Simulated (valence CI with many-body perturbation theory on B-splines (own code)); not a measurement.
**E1 transitions of I XL**

Calculated by relativistic CI+MBPT: four valence electrons over a frozen Dirac-Fock core [Ne], radial functions for each j: 11 s, 11 p, 9 d, 7 f, 5 g, 2 h, 1 i, with the one-electron correlation potential Σ1, the two-electron term Σ2, the three-electron term Σ3, Breit, model QED; selected CI, second order for the rest (own B-spline code, finite nucleus).

The last digits are not significant, and no measured levels were compared; by estimate large intervals hold to a few tenths of a per cent, small ones and those within an open d or f shell to about a per cent.

Lines 151 to 200 of 226 in falling wavelength, among levels below 33.232 Ry, chosen from the strongest by gf and those to the six lowest levels. Wavelengths and rates use the calculated energies. Electric multipoles are in the length gauge, E1 and E2 with the static RPA response of the core. Weak lines are less certain than strong ones. Lines between different terms over intervals too small for the method are left out, as are lines whose strength nearly cancels. The highest levels of a list are the least certain.

Levels are named by their leading jj configuration (3d3/2^4 stands for four electrons in 3d with j = 3/2), which in mixed levels can hold well under half, so a name can repeat and another be missing. Letters in brackets count levels of one name in rising energy.

```csv
λ vac (nm),Upper,Lower,A (s⁻¹),S (a.u.)
6.435,(3s 3p1/2 3p3/2 3d5/2) J=3 [b],(3s 3p1/2 3p3/2^2) J=2 [a],9.07e+10,8.35e-02
6.429,(3s 3p1/2 3p3/2 3d3/2) J=3 [c],(3s^2 3p1/2 3d3/2) J=2,1.94e+11,1.79e-01
6.424,(3s 3p3/2^3) J=2,(3s^2 3p3/2^2) J=2,3.41e+11,2.23e-01
6.418,(3s 3p1/2 3p3/2 3d5/2) J=2 [d],(3s^2 3p1/2 3d5/2) J=2,5.18e+10,3.38e-02
6.357,(3s 3p1/2 3p3/2 3d5/2) J=3 [a],(3s^2 3p1/2 3d3/2) J=2,4.70e+09,4.17e-03
6.326,(3s 3p3/2^3) J=1,(3s^2 3p3/2^2) J=0,2.53e+11,9.47e-02
6.310,(3s 3p1/2 3p3/2^2) J=1 [b],(3s^2 3p1/2 3p3/2) J=2,2.69e+11,1.00e-01
6.310,(3s 3p1/2 3p3/2^2) J=2 [b],(3s^2 3p1/2 3p3/2) J=1,3.05e+10,1.89e-02
6.277,(3s 3p1/2 3p3/2 3d3/2) J=1 [c],(3s^2 3p1/2 3d3/2) J=2,2.76e+11,1.01e-01
6.270,(3s 3p1/2 3p3/2 3d3/2) J=2 [a],(3s 3p1/2^2 3p3/2) J=2,5.04e+09,3.06e-03
6.249,(3s 3p1/2 3p3/2 3d5/2) J=2 [c],(3s^2 3p1/2 3d3/2) J=1,2.05e+10,1.23e-02
6.199,(3p1/2 3p3/2^3) J=2,(3s 3p1/2 3p3/2^2) J=3,6.24e+09,3.67e-03
6.150,(3p1/2 3p3/2^3) J=2,(3s^2 3p1/2 3d5/2) J=2,2.94e+10,1.69e-02
6.131,(3s 3p1/2 3p3/2 3d5/2) J=2 [b],(3s^2 3p1/2 3d3/2) J=2,1.01e+10,5.77e-03
6.116,(3s 3p1/2 3p3/2^2) J=1 [b],(3s^2 3p1/2 3p3/2) J=1,1.23e+11,4.18e-02
6.116,(3s 3p1/2 3p3/2 3d5/2) J=3 [d],(3s^2 3p1/2 3d5/2) J=3,3.59e+10,2.84e-02
6.113,(3s 3p1/2 3p3/2 3d5/2) J=2 [c],(3s^2 3p1/2 3d5/2) J=3,3.57e+10,2.01e-02
6.087,(3s 3p1/2 3p3/2 3d3/2) J=1 [a],(3s 3p1/2^2 3p3/2) J=2,5.26e+09,1.76e-03
6.031,(3s 3p1/2 3p3/2 3d5/2) J=3 [b],(3s^2 3p1/2 3d3/2) J=2,5.60e+09,4.25e-03
6.027,(3s 3p1/2 3p3/2 3d3/2) J=2 [c],(3s 3p1/2^2 3p3/2) J=1,3.38e+10,1.82e-02
6.005,(3s 3p1/2 3p3/2 3d3/2) J=3 [a],(3s 3p1/2^2 3p3/2) J=2,1.03e+10,7.72e-03
5.982,(3s 3p1/2 3p3/2 3d3/2) J=2 [b],(3s 3p1/2^2 3p3/2) J=2,5.02e+10,2.65e-02
5.960,(3s 3p1/2 3p3/2 3d3/2) J=1 [d],(3s^2 3p1/2 3d3/2) J=2,2.53e+10,7.92e-03
5.939,(3s 3p1/2 3p3/2 3d5/2) J=2 [d],(3s^2 3p1/2 3d5/2) J=3,6.88e+10,3.56e-02
5.914,(3s 3p3/2^3) J=1,(3s^2 3p3/2^2) J=2,2.99e+11,9.15e-02
5.828,(3p1/2 3p3/2^3) J=2,(3s^2 3p1/2 3d3/2) J=1,9.20e+09,4.50e-03
5.795,(3s 3p1/2 3p3/2 3d3/2) J=2 [e],(3s^2 3p1/2 3d3/2) J=2,1.12e+11,5.40e-02
5.784,(3s 3p1/2 3p3/2 3d5/2) J=1 [a],(3s 3p1/2^2 3p3/2) J=1,2.31e+10,6.62e-03
5.706,(3s 3p1/2 3p3/2 3d5/2) J=2 [d],(3s 3p1/2 3p3/2^2) J=2 [a],1.00e+10,4.60e-03
5.572,(3s 3p1/2 3p3/2 3d3/2) J=1 [c],(3s 3p1/2^2 3p3/2) J=1,1.77e+10,4.54e-03
5.508,(3s 3p1/2 3p3/2 3d3/2) J=2 [c],(3s 3p1/2^2 3p3/2) J=2,1.35e+10,5.57e-03
5.493,(3p1/2 3p3/2^3) J=2,(3s 3p1/2 3p3/2^2) J=2 [a],4.02e+10,1.65e-02
5.486,(3s 3p1/2 3p3/2 3d3/2) J=3 [b],(3s 3p1/2^2 3p3/2) J=2,2.07e+11,1.18e-01
5.447,(3s^2 3p3/2 3d5/2) J=2,(3s^2 3p1/2 3p3/2) J=2,1.81e+09,7.22e-04
5.397,(3s^2 3p3/2 3d3/2) J=2,(3s^2 3p1/2 3p3/2) J=2,3.66e+11,1.42e-01
5.389,(3s^2 3p3/2 3d3/2) J=1,(3s^2 3p1/2 3p3/2) J=2,5.17e+10,1.20e-02
5.386,(3s^2 3p3/2 3d3/2) J=3,(3s^2 3p1/2 3p3/2) J=2,3.41e+11,1.84e-01
5.375,(3s 3p1/2 3p3/2 3d3/2) J=2 [d],(3s 3p1/2^2 3p3/2) J=2,1.91e+11,7.33e-02
5.343,(3s 3p1/2 3p3/2 3d3/2) J=1 [b],(3s 3p1/2^2 3p3/2) J=2,3.04e+11,6.86e-02
5.333,(3s 3p1/2 3p3/2 3d5/2) J=2 [a],(3s 3p1/2^2 3p3/2) J=2,1.72e+11,6.42e-02
5.321,(3s 3p1/2 3p3/2 3d3/2) J=1 [d],(3s 3p1/2^2 3p3/2) J=1,4.56e+11,1.02e-01
5.304,(3s 3p1/2 3p3/2 3d5/2) J=1 [a],(3s 3p1/2^2 3p3/2) J=2,2.98e+10,6.58e-03
5.301,(3s^2 3p3/2 3d5/2) J=2,(3s^2 3p1/2 3p3/2) J=1,1.63e+09,5.99e-04
5.280,(3s 3p1/2 3p3/2 3d3/2) J=0 [b],(3s 3p1/2^2 3p3/2) J=1,1.84e+11,1.34e-02
5.255,(3s^2 3p3/2 3d3/2) J=2,(3s^2 3p1/2 3p3/2) J=1,1.83e+11,6.54e-02
5.247,(3s^2 3p3/2 3d3/2) J=1,(3s^2 3p1/2 3p3/2) J=1,3.97e+11,8.49e-02
5.245,(3s^2 3p1/2 3d3/2) J=1,(3s^2 3p1/2^2) J=0,5.29e+11,1.13e-01
5.226,(3s 3p1/2 3p3/2 3d3/2) J=3 [c],(3s 3p1/2^2 3p3/2) J=2,2.46e+09,1.22e-03
5.214,(3s^2 3p3/2 3d3/2) J=0,(3s^2 3p1/2 3p3/2) J=1,3.93e+11,2.75e-02
5.190,(3s 3p1/2 3p3/2 3d3/2) J=2 [e],(3s 3p1/2^2 3p3/2) J=1,2.36e+11,8.13e-02
```
